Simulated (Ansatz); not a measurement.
C₄H₁₀Cl₂NOV, SMILES `CC(C)(C)[N]=[V]([OH])([Cl])[Cl]` at its PBE0-D4/def2-TZVP geometry, where that method's forces vanish. Total charge 0; spin multiplicity 1.

```xyz
19

C    -0.3645    1.7928    0.1257
C     0.3855    0.4625    0.1313
C     1.4042    0.4059   -1.0049
C     1.0591    0.2198    1.4803
N    -0.5744   -0.5832   -0.0740
V    -1.7061   -1.6963   -0.1658
O    -1.4248   -2.6456   -1.6112
Cl   -3.5904   -0.6270   -0.2559
Cl   -1.5140   -2.8917    1.6330
H     0.3415    2.6113    0.2831
H    -0.8722    1.9468   -0.8277
H    -1.1117    1.8163    0.9200
H     2.1487    1.1939   -0.8722
H     1.9197   -0.5563   -1.0138
H     0.9155    0.5538   -1.9698
H     1.7966    1.0037    1.6671
H     0.3229    0.2317    2.2851
H     1.5648   -0.7469    1.4919
H    -0.7004   -2.4914   -2.2222
```

(1) What forces (eV/Å) does ωB97M-V/def2-TZVPP give on these atoms in Ansatz 0.2.0? (Estimate.)

Results:

(1) Computed: 
```
C1  -0.059  0.125  0.003
C2   0.202  0.221  0.044
C3   0.098  0.007 -0.095
C4   0.066 -0.011  0.120
N5  -0.464 -0.482 -0.068
V6   0.338  0.293 -0.021
O7   0.034 -0.051 -0.101
Cl8 -0.117  0.071 -0.006
Cl9  0.015 -0.073  0.116
H10 -0.048 -0.056 -0.011
H11  0.029 -0.013  0.049
H12  0.041 -0.007 -0.041
H13 -0.051 -0.053 -0.008
H14 -0.032  0.052  0.003
H15  0.023 -0.009  0.056
H16 -0.050 -0.054 -0.013
H17  0.035  0.000 -0.046
H18 -0.029  0.050 -0.006
H19 -0.032 -0.010  0.024
```
